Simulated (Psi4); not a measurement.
The Psi4 input:
```
memory 2 GB

molecule {
0 1
C     2.32170134   -1.78046513   -0.97312246
C     1.78487166   -0.59590124   -0.72638090
Si   -0.05174900   -0.27804796   -0.47131161
C    -1.13493567   -1.83096272   -0.48924060
Cl   -0.70952900    1.08607802   -1.82515826
Br   -0.24309925    0.61280576    1.57295163
H     1.72505579   -2.67514726   -1.04535447
H     3.38307730   -1.91138221   -1.11223159
H     2.44012706    0.26525221   -0.66047529
H    -2.17486054   -1.58589085   -0.28676108
H    -1.09499107   -2.32479852   -1.45568379
H    -0.81328003   -2.54291554    0.26571620
}

set {
  basis def2-sv(p)
}

energy('pbe0')
print_variables()
```

Predict the dipole moment from Psi4 with PBE0/def2-SV(P).

2.46 D

Give the nuclear repulsion energy at the level PBE0/def2-SV(P).

586.6249 Eh

What is the computed number of basis functions (PBE0/def2-SV(P))?

122

What is the computed total energy (PBE0/def2-SV(P))?

-3440.5110 Eh
